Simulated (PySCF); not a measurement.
Input for PySCF: R-HF/3-21G on SiH4 (SMILES [SiH4]).

```python
from pyscf import gto, scf, dft, mp
from pyscf.data.elements import chemcore

mol = gto.M(
    atom='''
    Si    0.01589091   -0.30158585    0.19159902
    H    -1.17819869   -0.19754552    1.05935938
    H    -0.36600159   -0.03244797   -1.21292597
    H     0.57665934   -1.66818226    0.29681122
    H     1.03143585    0.68019181    0.63077815
    ''',
    basis='3-21g',
    charge=0, spin=0, verbose=3, max_memory=1800)
mf = scf.RHF(mol)
mf.conv_tol = 1e-8
mf.max_cycle = 100
mf.kernel()
if not mf.converged:
    mf = mf.newton().run(mf.mo_coeff, mf.mo_occ)
```

Task: What total energy does the run end on?

Result: -289.6869 hartree.
